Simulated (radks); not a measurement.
Question: The nickel ion Ni9+ is in [Ar] 3d1. All-electron calculation, scalar-relativistic Kohn-Sham, LDA (Slater exchange, Perdew-Wang correlation), spin-polarised, spherical densities, finite nucleus; Fermi nuclear charge, rms radius of each element as measured or else 0.836 A^(1/3) + 0.57 fm. Program: a radial shooting solver on a logarithmic mesh with Libxc functionals. Open shells are filled with parallel spins first. One electron is removed from 3p, 3s, 3d, 2p in turn, with full relaxation. Which removal costs least, and what does each cost?

Answer: 3d 224.57 eV; 3p 286.34 eV; 3s 327.40 eV; 2p 1117.7 eV. The 3d electron leaves first.
